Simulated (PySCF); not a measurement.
A small calculation by hand: oscillator strength and radiative lifetime

C4H11NSi, SMILES C(=N\CC)(/[SiH3])C.

Coordinates come from a r2SCAN-D4/def2-SVP optimisation. The structure was generated by enumeration; whether it is a known compound was not checked. The values are those of a single conformer.

PySCF with TDA-ωB97X/def2-SVPD puts the first singlet state with f over 0.02 at 7.05 eV (vertical), with the transition dipole (-0.814, 0.013, -0.063) in atomic units.

Find the oscillator strength, the wavelength and the radiative lifetime that this transition would have in vacuum if emission retraced absorption.


|μ|² = 0.6667 au, so |μ| = 2.08 D. ΔE = 7.05/27.211 = 0.2591 hartree. f = (2/3) ΔE |μ|² = 0.115 (the program prints 0.115).
λ = 1239.84/7.05 = 176 nm; ν = 56862 cm⁻¹.
Einstein's coefficient A = 0.6670 ν² f s⁻¹ (ν in cm⁻¹) = 2.5e8 s⁻¹, so τ = 1/A = 4.0 ns. This state is S2; the lower singlet has f = 0.003. The figure is the radiative limit of this one transition; relaxation, internal conversion, crossing to triplets and a medium change what is measured.
